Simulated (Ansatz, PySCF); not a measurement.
Molecule: sum formula BBrF, charge 0, multiplicity 2. It need not be the lowest isomer of its formula. SMILES: [B](Br)F
Structure (B3LYP-D3(BJ)/def2-TZVP (Ansatz, a first-principles code) minimum search):
```
B
F 1 1.2996
Br 1 1.9196 2 123.02
```
Charge 0, spin multiplicity 2.

Property: atomisation energy (electronic, to ground-state atoms), in kcal/mol. Cores are frozen in the correlated levels unless marked. UHF or UKS for open shells. Spin-orbit coupling is left out. The frozen core is the preceding noble-gas configuration, with the filled d and f shells of earlier blocks. Non-relativistic. The coupled-cluster limit lacks core correlation, which all-electron functionals hold. Basis-set limits of correlation are two-point, X^-3; Hartree-Fock from the larger set.

| level | program | atomisation energy (kcal/mol) |
|---|---|---|
| BP86-D4/def2-TZVPD | PySCF + dftd4 | (withheld) |
| B3LYP-D4/def2-TZVPD | Ansatz + dftd4 | 234.4 |
| PBE0/def2-QZVPP | Ansatz | (withheld) |
| TPSSh-D4/def2-TZVPD | PySCF + dftd4 | 236.2 |
| LC-wPBE-D3(BJ)/def2-TZVPD | Ansatz + dftd3 | (withheld) |
| CCSD(T)/CBS(cc-pVTZ,cc-pVQZ) | Ansatz | 232.5 |

Question: Some entries are withheld; supply them.

Answer: 
- BP86-D4/def2-TZVPD, atomisation energy (kcal/mol): 245.5
- PBE0/def2-QZVPP, atomisation energy (kcal/mol): 239.1
- LC-wPBE-D3(BJ)/def2-TZVPD, atomisation energy (kcal/mol): 238.3
